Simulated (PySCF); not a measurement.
Correlation energy of Ba (barium, neutral)

[Xe] 5d1 6s1, 6s spin antiparallel (an excited configuration). Computed with PySCF 2.14 in aug-cc-pVQZ-X2C, with scalar relativity by spin-free X2C-1e. Frozen: [Xe]; 2 electrons correlated.

Total MP2 correlation energy: -8.78 mhartree.

Same-spin part 0.00 and opposite-spin part -8.78 mhartree; SCS-MP2 scales them by 1/3 and 6/5 to -10.53 mhartree.
